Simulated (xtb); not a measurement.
xtb input (GFN1-xTB):

```bash
xtb mol.xyz --gfn 1 --sp --chrg 0 --uhf 0
```
mol.xyz:
```
14

C      1.81241171     0.64015083    -0.87457005
S      0.97967956    -0.21735980     0.50172100
B     -0.77302711    -0.13605856     0.13609720
C     -1.72811157    -0.81249884     1.18349340
C     -1.32365679     0.57030608    -1.15635155
H      1.49405902     1.67890840    -0.93173038
H      2.88175054     0.60539359    -0.67717737
H      1.60810400     0.14231732    -1.82011389
H     -2.44380140    -0.07319134     1.56019887
H     -1.22993495    -1.27014358     2.03901059
H     -2.33187475    -1.58124101     0.68831665
H     -1.02585521     1.62316974    -1.19241537
H     -2.41208199     0.52950792    -1.22551012
H     -0.91396269     0.11558002    -2.06403168
```

End of the output:

```
         :::::::::::::::::::::::::::::::::::::::::::::::::::::
         ::                     SUMMARY                     ::
         :::::::::::::::::::::::::::::::::::::::::::::::::::::
         :: total energy             -16.353566717758 Eh    ::
         :: gradient norm              0.017157135464 Eh/a0 ::
         :: HOMO-LUMO gap              4.931001812687 eV    ::
         ::.................................................::
         :: SCC energy               -16.549368172460 Eh    ::
         :: -> electrostatic           0.004500141985 Eh    ::
         :: repulsion energy           0.200788130737 Eh    ::
         :: dispersion energy         -0.004986676035 Eh    ::
         :: halogen bond corr.         0.000000000000 Eh    ::
         :: add. restraining           0.000000000000 Eh    ::
         :: total charge              -0.000000000000 e     ::
         :::::::::::::::::::::::::::::::::::::::::::::::::::::

           -------------------------------------------------
          |                Property Printout                |
           -------------------------------------------------

    * Orbital Energies and Occupations

         #    Occupation            Energy/Eh            Energy/eV
      -------------------------------------------------------------
         1        2.0000           -0.8579160             -23.3451
       ...           ...                  ...                  ...
         3        2.0000           -0.6247550             -17.0004
         4        2.0000           -0.6148864             -16.7319
         5        2.0000           -0.5565142             -15.1435
         6        2.0000           -0.5346803             -14.5494
         7        2.0000           -0.5320009             -14.4765
         8        2.0000           -0.5181141             -14.0986
         9        2.0000           -0.5150224             -14.0145
        10        2.0000           -0.5065734             -13.7846
        11        2.0000           -0.5022930             -13.6681
        12        2.0000           -0.4895198             -13.3205
        13        2.0000           -0.4496755             -12.2363
        14        2.0000           -0.4350869             -11.8393
        15        2.0000           -0.4139692             -11.2647 (HOMO)
Note: The following floating-point exceptions are signalling: IEEE_DENORMAL
normal termination of xtb
        16                         -0.2327582              -6.3337 (LUMO)
        17                         -0.1857812              -5.0554
        18                         -0.1291695              -3.5149
        19                         -0.1167270              -3.1763
        20                         -0.1085206              -2.9530
        21                         -0.0951070              -2.5880
        22                         -0.0799133              -2.1746
        23                         -0.0667714              -1.8169
        24                         -0.0528649              -1.4385
        25                         -0.0477422              -1.2991
        26                         -0.0420978              -1.1455
       ...                                ...                  ...
        43                          0.5115159              13.9191
      -------------------------------------------------------------
                  HL-Gap            0.1812110 Eh            4.9310 eV
             Fermi-level           -0.3233637 Eh           -8.7992 eV

  Mulliken/CM5 charges         n(s)   n(p)   n(d)
     1C    -0.02091 -0.15245   1.010  3.011  0.000
     2S    -0.14610 -0.11784   1.916  4.238 -0.007
     3B     0.22168 -0.01001   1.026  1.753  0.000
     4C    -0.18460 -0.26528   1.028  3.156  0.000
     5C    -0.19150 -0.27357   1.030  3.161  0.000
     6H     0.03025  0.08395   0.970  0.000  0.000
     7H     0.03387  0.08699   0.966  0.000  0.000
     8H     0.03025  0.08395   0.970  0.000  0.000
     9H     0.04010  0.09624   0.960  0.000  0.000
    10H     0.03480  0.09111   0.965  0.000  0.000
    11H     0.04010  0.09624   0.960  0.000  0.000
    12H     0.03950  0.09580   0.961  0.000  0.000
    13H     0.03304  0.08908   0.967  0.000  0.000
    14H     0.03950  0.09580   0.961  0.000  0.000

Wiberg/Mayer (AO) data.
largest (>0.10) Wiberg bond orders for each atom

 ---------------------------------------------------------------------------
     #   Z sym  total        # sym  WBO       # sym  WBO       # sym  WBO
 ---------------------------------------------------------------------------
     1   6 C    3.987 --     8 H    0.991     6 H    0.991     7 H    0.991
                             2 S    0.978
     2  16 S    2.322 --     3 B    1.249     1 C    0.978
     3   5 B    3.378 --     2 S    1.249     4 C    1.016     5 C    1.011
     4   6 C    3.979 --     3 B    1.016    10 H    0.984    11 H    0.966
                             9 H    0.966
     5   6 C    3.977 --     3 B    1.011    13 H    0.983    14 H    0.966
                            12 H    0.966
     6   1 H    1.010 --     1 C    0.991
     7   1 H    1.013 --     1 C    0.991
     8   1 H    1.010 --     1 C    0.991
     9   1 H    1.003 --     4 C    0.966
    10   1 H    1.002 --     4 C    0.984
    11   1 H    1.003 --     4 C    0.966
    12   1 H    1.003 --     5 C    0.966
    13   1 H    1.003 --     5 C    0.983
    14   1 H    1.003 --     5 C    0.966
 ---------------------------------------------------------------------------

Topologies differ in total number of bonds
Writing topology from bond orders to xtbtopo.mol

 dipole moment from electron density (au)
     X       Y       Z
  -0.0664   0.2423  -0.4277  total (Debye):    1.261

           -------------------------------------------------
          | TOTAL ENERGY              -16.353566717758 Eh   |
          | GRADIENT NORM               0.017157135464 Eh/α |
          | HOMO-LUMO GAP               4.931001812687 eV   |
           -------------------------------------------------

------------------------------------------------------------------------
------------------------------------------------------------------------
 total:
 SCF:
```
